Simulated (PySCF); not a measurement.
BrSi, SMILES [Si]Br (connectivity only; charge and spin as stated), charge +1, multiplicity 1.

Geometry optimised at B3LYP-D3(BJ)/def2-TZVP. The spin state was assumed, not searched.

Level of theory: B3LYP/def2-TZVPD (PySCF).

The molecule is in vacuum.

total energy: -2863.40471 hartree
point group: C∞v
highest occupied level: -15.34 eV
lowest empty level: -9.63 eV
orbital gap: 5.71 eV
dipole moment about the centre of nuclear charge: 4.49 D
mean static polarisability: 39.2 bohr³ (5.81 Å³)
polarisability, principal values: 31.5, 31.5, 54.7 bohr³
